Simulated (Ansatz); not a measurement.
Input file for Ansatz (a first-principles code): R-CCSD(T)/aug-cc-pVDZ on C2H3F (SMILES C=CF) with ghost functions.

Ansatz 0.2 input:
```yaml
crystal:
  periodic: [false, false, false]
  atoms:
    - {symbol: C, position_ang: [-1.32126047, -0.24738928, 3.25670124]}
    - {symbol: C, position_ang: [-0.13717790, -0.29333688, 3.83006328]}
    - {symbol: F, position_ang: [1.00320928, -0.03387362, 3.14746683]}
    - {symbol: H, position_ang: [-1.44401284, -0.00010440, 2.21108996]}
    - {symbol: H, position_ang: [-2.19661773, -0.46395313, 3.85153730]}
    - {symbol: H, position_ang: [0.06923483, -0.53121459, 4.86501523]}
basis:
  gaussian:
    orbitals: aug-cc-pVDZ
    ghost_atoms:
      - {symbol: C, position_ang: [0.36766658, 0.66827527, -0.22414263]}
      - {symbol: F, position_ang: [-1.00917104, 0.55200367, -0.02614237]}
      - {symbol: H, position_ang: [0.58069407, 1.67532978, -0.58369717]}
      - {symbol: H, position_ang: [0.87130459, 0.48736240, 0.72435410]}
      - {symbol: H, position_ang: [0.67317594, -0.07022206, -0.96585117]}
magnetization: {spin_polarized: false}
correlation: {method: ccsd_t, electrons: outside_noble_gas}
scf: {lower_state_search: off}
```

**Question.** Give the final energy of this run.

**Answer.** -177.4295 hartree (reference determinant -176.9082, T1 diagnostic 0.013).

**Question.** How many basis functions does it have, and what does it roughly cost on one machine?

**Answer.** 169 functions; around 18 core-seconds (rough).
